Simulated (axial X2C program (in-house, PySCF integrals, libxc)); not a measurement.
Spin–orbit effects down a group: molecules with P, PBE0

Computed with an axial X2C code built on PySCF integrals, spin-free (one-electron X2C) or two-component (2c: spin–orbit coupling with atomic mean-field Coulomb and Gaunt terms, which also bring small scalar terms), in Dyall basis sets with cores contracted in-house; open shells are unrestricted.

Basis sets: C dyall-v3z, Ge dyall-cv3z, P dyall-v3z, Si dyall-v3z.

```json
{"molecule": "PC", "spin-free state": "M_S = 1/2, Λ = 0", "Re (Å)": "1.555", "ωe (cm⁻¹)": "1294.7", "De (eV)": "5.24", "2c state": "Ω = 1/2", "Re 2c (Å)": "1.555", "ωe 2c (cm⁻¹)": "1294.4", "De 2c (eV)": "5.24"}
{"molecule": "SiP", "spin-free state": "M_S = 1/2, Λ = 1", "Re (Å)": "2.077", "ωe (cm⁻¹)": "633.6", "De (eV)": "3.55", "2c state": "Ω = 3/2", "Re 2c (Å)": "2.077", "ωe 2c (cm⁻¹)": "633.6", "De 2c (eV)": "3.56"}
{"molecule": "GeP", "spin-free state": "M_S = 1/2, Λ = 1", "Re (Å)": "2.143", "ωe (cm⁻¹)": "492.5", "De (eV)": "3.23", "2c state": "Ω = 3/2", "Re 2c (Å)": "2.144", "ωe 2c (cm⁻¹)": "490.9", "De 2c (eV)": "n/a"}
```

Each entry is the lowest single determinant of a limited PBE0 search at one distance. De goes to single-determinant-based atoms at the same level (for ions the charge split of lowest energy) and is withheld (n/a) where an atom does not fit its ground term or J level. Main or longest-lived isotopes. One determinant is a doubtful description, or other states lie close, for PC, SiP, GeP; these need not be ground states, and all values refer to the states named. Some light 2c atoms are not at their ground J level, so De misses part of their lowering (0.04 eV or less). The functionals have no current term, which raises determinants with orbital currents.
